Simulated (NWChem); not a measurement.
All runs are NWChem calculations. System: AlCl, charge 0, spin multiplicity 1, at a geometry optimised with PBE0/def2-SVP. The structure started from a generated list of species. Level: B3LYP/def2-SVP, VWN1-RPA local correlation.

Input file:

```
start mol
memory heap 200 mb stack 900 mb global 1100 mb
geometry units angstroms nocenter noautoz noautosym
  Al     0.000000     0.000000    -1.216591
  Cl     0.000000     0.000000     0.930334
end
basis spherical
  * library def2-svp
end
dft
  xc b3lyp
  semidirect memsize 60000000 filesize 0
  iterations 100
end
task dft energy
```

Output (cleaned and shortened):

```
             Northwest Computational Chemistry Package (NWChem) 7.3.0
             --------------------------------------------------------

                                NWChem Input Module
                                -------------------

 Scaling coordinates for geometry "geometry" by  1.889725989
 (inverse scale =  0.529177249)

                             Geometry "geometry" -> ""
                             -------------------------

 Output coordinates in angstroms (scale by  1.889725989 to convert to a.u.)

  No.       Tag          Charge          X              Y              Z
 ---- ---------------- ---------- -------------- -------------- --------------
    1 Al                  13.0000     0.00000000     0.00000000    -1.21659100
    2 Cl                  17.0000     0.00000000     0.00000000     0.93033400

 Effective nuclear repulsion energy (a.u.)      54.4724068279

            Nuclear Dipole moment (a.u.)
            ----------------------------
        X                 Y               Z
 ---------------- ---------------- ----------------
     0.0000000000     0.0000000000    -0.0000094486


 Summary of "ao basis" -> "" (spherical)
 ------------------------------------------------------------------------------
       Tag                 Description            Shells   Functions and Types
 ---------------- ------------------------------  ------  ---------------------
 *                          def2-svp                  on all atoms

                                 NWChem DFT Module
                                 -----------------

 Summary of "ao basis" -> "ao basis" (spherical)
 ------------------------------------------------------------------------------
       Tag                 Description            Shells   Functions and Types
 ---------------- ------------------------------  ------  ---------------------
 Al                         def2-svp                 8       18   4s3p1d
 Cl                         def2-svp                 8       18   4s3p1d

 Summary of "ao basis" -> "ao basis" (spherical)
 ------------------------------------------------------------------------------
       Tag                 Description            Shells   Functions and Types
 ---------------- ------------------------------  ------  ---------------------
 Al                         def2-svp                 8       18   4s3p1d
 Cl                         def2-svp                 8       18   4s3p1d

            General Information
            -------------------
          SCF calculation type: DFT
          Wavefunction type:  closed shell.
          No. of atoms     :     2
          No. of electrons :    30
           Alpha electrons :    15
            Beta electrons :    15
          Charge           :     0
          Spin multiplicity:     1
          Use of symmetry is: off; symmetry adaption is: off
          Maximum number of iterations: 100
          AO basis - number of functions:    36
                     number of shells:    16
          Convergence on energy requested:  1.00D-06
          Convergence on density requested:  1.00D-05
          Convergence on gradient requested:  5.00D-04

              XC Information
              --------------
                         B3LYP Method XC Potential
                     Hartree-Fock (Exact) Exchange  0.200
                        Slater Exchange Functional  0.800 local
                    Becke 1988 Exchange Functional  0.720 non-local
              Lee-Yang-Parr Correlation Functional  0.810
[...]
   time(s): 0.00e+00  0.00e+00  0.00e+00  0.00e+00  0.00e+00
rate(mb/s): 0.00e+00  0.00e+00
------------------------------------------------------------

   convergence    iter        energy       DeltaE   RMS-Dens  Diis-err    time
 ---------------- ----- ----------------- --------- --------- ---------  ------
 d= 0,ls=0.0,diis     1   -702.4642271408 -7.57D+02  2.64D-02  1.97D-01     0.4
 d= 0,ls=0.0,diis     2   -702.4496876866  1.45D-02  1.51D-02  2.47D-01     0.5
 d= 0,ls=0.0,diis     3   -702.4923876750 -4.27D-02  2.19D-03  9.27D-03     0.6
 d= 0,ls=0.0,diis     4   -702.4937483031 -1.36D-03  4.45D-04  1.23D-04     0.7
 d= 0,ls=0.0,diis     5   -702.4937721603 -2.39D-05  7.76D-05  6.52D-06     0.8
 d= 0,ls=0.0,diis     6   -702.4937730832 -9.23D-07  1.85D-05  1.95D-07     0.8
 d= 0,ls=0.0,diis     7   -702.4937731291 -4.59D-08  1.69D-06  1.14D-09     0.9

         Total DFT energy =     -702.493773129102
      One electron energy =    -1081.176195480002
           Coulomb energy =      371.131425189998
    Exchange-Corr. energy =      -46.921409666972
 Nuclear repulsion energy =       54.472406827874

 Numeric. integr. density =       29.999999962150

     Total iterative time =      0.7s

                       DFT Final Molecular Orbital Analysis
                       ------------------------------------

 Vector   13  Occ=2.000000D+00  E=-3.196647D-01
              MO Center=  2.6D-10, -2.5D-10,  8.0D-01, r^2= 1.4D+00
   Bfn.  Coefficient  Atom+Function         Bfn.  Coefficient  Atom+Function
  ----- ------------  ---------------      ----- ------------  ---------------
    29      0.440273  2 Cl px                30     -0.438145  2 Cl py
    26      0.323101  2 Cl px                27     -0.321539  2 Cl py
    23      0.189398  2 Cl px                24     -0.188482  2 Cl py
    11      0.080114  1 Al px                12     -0.079727  1 Al py
     8      0.058830  1 Al px                 9     -0.058546  1 Al py

 Vector   14  Occ=2.000000D+00  E=-3.196647D-01
              MO Center= -7.4D-10, -7.5D-10,  8.0D-01, r^2= 1.4D+00
   Bfn.  Coefficient  Atom+Function         Bfn.  Coefficient  Atom+Function
  ----- ------------  ---------------      ----- ------------  ---------------
    29      0.438145  2 Cl px                30      0.440273  2 Cl py
    26      0.321539  2 Cl px                27      0.323101  2 Cl py
    23      0.188482  2 Cl px                24      0.189398  2 Cl py
    11      0.079727  1 Al px                12      0.080114  1 Al py
     8      0.058546  1 Al px                 9      0.058830  1 Al py

 Vector   15  Occ=2.000000D+00  E=-2.469730D-01
              MO Center= -2.3D-10,  1.1D-09, -1.3D+00, r^2= 3.1D+00
   Bfn.  Coefficient  Atom+Function         Bfn.  Coefficient  Atom+Function
  ----- ------------  ---------------      ----- ------------  ---------------
     3      0.617667  1 Al s                  4      0.359148  1 Al s
    31      0.343369  2 Cl pz                 2      0.325015  1 Al s
    28      0.239778  2 Cl pz                10     -0.194830  1 Al pz
    13     -0.169342  1 Al pz                25      0.137666  2 Cl pz
     7      0.112818  1 Al pz                21     -0.062311  2 Cl s

 Vector   16  Occ=0.000000D+00  E=-6.161436D-02
              MO Center=  1.8D-10, -1.4D-10, -1.2D+00, r^2= 3.8D+00
   Bfn.  Coefficient  Atom+Function         Bfn.  Coefficient  Atom+Function
  ----- ------------  ---------------      ----- ------------  ---------------
    12     -0.549880  1 Al py                11      0.527622  1 Al px
     9     -0.263760  1 Al py                 8      0.253084  1 Al px
    30      0.203194  2 Cl py                29     -0.194969  2 Cl px
     6      0.140893  1 Al py                 5     -0.135190  1 Al px
    27      0.105654  2 Cl py                26     -0.101377  2 Cl px

 Vector   17  Occ=0.000000D+00  E=-6.161436D-02
              MO Center=  6.5D-10,  6.0D-10, -1.2D+00, r^2= 3.8D+00
   Bfn.  Coefficient  Atom+Function         Bfn.  Coefficient  Atom+Function
  ----- ------------  ---------------      ----- ------------  ---------------
    11      0.549880  1 Al px                12      0.527622  1 Al py
     8      0.263760  1 Al px                 9      0.253084  1 Al py
    29     -0.203194  2 Cl px                30     -0.194969  2 Cl py
     5     -0.140893  1 Al px                 6     -0.135190  1 Al py
    26     -0.105654  2 Cl px                27     -0.101377  2 Cl py

 Vector   18  Occ=0.000000D+00  E= 2.800361D-02
              MO Center=  1.7D-10,  1.3D-10, -1.1D+00, r^2= 4.8D+00
   Bfn.  Coefficient  Atom+Function         Bfn.  Coefficient  Atom+Function
  ----- ------------  ---------------      ----- ------------  ---------------
    13      1.158631  1 Al pz                22     -0.697367  2 Cl s
     4      0.552863  1 Al s                 31      0.420349  2 Cl pz
    10      0.193773  1 Al pz                21     -0.175467  2 Cl s
    20      0.146637  2 Cl s                 28      0.143923  2 Cl pz
     7     -0.120275  1 Al pz                16     -0.100953  1 Al d  0

 center of mass
 --------------
 x =   0.00000000 y =   0.00000000 z =  -0.00893118

 moments of inertia (a.u.)
 ------------------
         250.689103472663           0.000000000000           0.000000000000
           0.000000000000         250.689103472663           0.000000000000
           0.000000000000           0.000000000000           0.000000000000

     Multipole analysis of the density
     ---------------------------------

     L   x y z        total         alpha         beta         nuclear
     -   - - -        -----         -----         ----         -------
     0   0 0 0     -0.000000    -15.000000    -15.000000     30.000000

     1   1 0 0      0.000000      0.000000      0.000000      0.000000
     1   0 1 0      0.000000      0.000000      0.000000      0.000000
     1   0 0 1     -0.487668     -0.243829     -0.243829     -0.000009

     2   2 0 0    -17.677073     -8.838536     -8.838536      0.000000
     2   1 1 0     -0.000000     -0.000000     -0.000000      0.000000
     2   1 0 1     -0.000000     -0.000000     -0.000000      0.000000
     2   0 2 0    -17.677073     -8.838536     -8.838536      0.000000
     2   0 1 1      0.000000      0.000000      0.000000      0.000000
     2   0 0 2    -20.831131    -71.043454    -71.043454    121.255776

 Task  times  cpu:        0.9s     wall:        0.9s

 Total times  cpu:        0.9s     wall:        0.9s
```
